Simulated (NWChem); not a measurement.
A series in which one site is exchanged, each optimised at PBE0/def2-SVP with NWChem, gas phase unless a solvent is named. All stand in one matching conformer (torsions within 35°), which need not be the lowest. Some are not confirmed as minima by frequencies. def2 effective core potentials on Te; no spin-orbit coupling.

A: O(C)[Te]O (CH4O2Te; site = Te)
B: C[O][Zn][OH] (CH4O2Zn; site = Zn)
C: C[O][Mg][OH] (CH₄MgO₂; site = Mg)

| quantity | A | B | C |
|---|---|---|---|
| dipole (D), PBE0/def2-SVP | [?] | 1.65 | 0.67 |
| orbital gap (eV), PBE0/def2-SVP | [?] | 6.38 | 6.04 |
| vertical ionisation energy, ΔSCF, PBE/def2-SVP (eV) | [?] | 9.04 | 8.79 |
| lowest singlet excitation, PBE/def2-SVPD, TDA (eV) | [?] | 4.12 | 3.90 |

Question: Complete the blanks.

Answer: 
- dipole (D), PBE0/def2-SVP, A: 0.63
- orbital gap (eV), PBE0/def2-SVP, A: 4.68
- vertical ionisation energy, ΔSCF, PBE/def2-SVP (eV), A: 8.15
- lowest singlet excitation, PBE/def2-SVPD, TDA (eV), A: 2.90
